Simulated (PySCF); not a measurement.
CH10FNSi3. Atoms are numbered in the order given.

```xyz
16

N      0.3717    -1.8383     0.1551
C      0.8434    -0.5028    -0.2890
Si     2.6317    -0.0816     0.1834
Si    -0.5527     0.5842     0.3722
F     -0.3426     2.1455    -0.0861
Si    -2.5499    -0.3177    -0.4671
H      0.6362    -2.0247     1.1225
H      0.7545    -2.5937    -0.4121
H      0.7566    -0.4545    -1.3889
H      3.0155     1.2890    -0.2624
H      2.7583    -0.1727     1.6691
H      3.5643    -1.0815    -0.4216
H     -0.5090     0.5665     1.8654
H     -2.2813    -0.9268    -1.8039
H     -3.0936    -1.3591     0.4512
H     -3.5886     0.7437    -0.6355
```
Charge 0, spin multiplicity 1.

Geometry: B3LYP-D3(BJ)/def2-SVP. The structure was generated by enumeration; whether it is a known compound was not checked. The values are those of a single conformer.

Level of theory: TDA-PBE/def2-SVPD (PySCF 2.14.0).

Vertical excitations. Isolated molecule, no solvent.

Computed excitation energies, oscillator strengths and character:
| state | energy (eV) | λ (nm) | f | main pairs |
|---|---|---|---|---|
| S1 | 4.79 | 259 | 0.010 | HOMO→LUMO 98 % |
| S2 | 5.10 | 243 | 0.014 | HOMO→LUMO+1 98 % |
| S3 | 5.56 | 223 | 0.015 | HOMO→LUMO+2 95 % |
| S4 | 5.72 | 217 | 0.064 | HOMO→LUMO+3 93 % |
| S5 | 5.97 | 208 | 0.017 | HOMO−1→LUMO 72 %, HOMO→LUMO+4 20 % |
| S6 | 6.04 | 205 | 0.074 | HOMO→LUMO+4 69 %, HOMO−1→LUMO 19 % |
| T1 | 4.50 | 275 | 0 | HOMO→LUMO 100 % |
| T2 | 4.93 | 252 | 0 | HOMO→LUMO+1 99 % |
Triplets are in the Tamm–Dancoff approximation.
